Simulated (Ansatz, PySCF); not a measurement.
Reaction (SMILES): NBN -> [BH]N + [NH2] (NH2) (the B-N bond at the site shown breaks; other sites are not compared here)
Structures are relaxed separately at B3LYP-D3(BJ)/def2-TZVP in Ansatz (an electronic-structure program), one conformer each, not searched for the lowest. Frequencies are from Ansatz or PySCF.

Wanted: bond dissociation energy (0 K, with B3LYP-D3(BJ) harmonic zero-point energies), in kJ/mol. Valence correlation only, unless marked. UHF or UKS for open shells. Spin-orbit coupling is left out. No relativistic terms. CBS(X,Y): correlation extrapolated as X^-3; Hartree-Fock from the larger set.

Level to compare with: CCSD(T)/CBS(cc-pVTZ,cc-pVQZ) (Ansatz), 532.3 kJ/mol. It is a level with limits of its own, and the differences hold the functionals' basis error too.

### Question
Rank these functionals by how close they come to CCSD(T)/CBS(cc-pVTZ,cc-pVQZ), closest first: PBE/def2-TZVPD (Ansatz); SVWN5/def2-TZVPD (Ansatz); r2SCAN/def2-TZVPD (Ansatz).

### Answer
PBE/def2-TZVPD (GGA, 520.3 kJ/mol, difference -12.0), r2SCAN/def2-TZVPD (meta-GGA, 502.1 kJ/mol, difference -30.2), SVWN5/def2-TZVPD (LDA, 608.7 kJ/mol, difference 76.4)
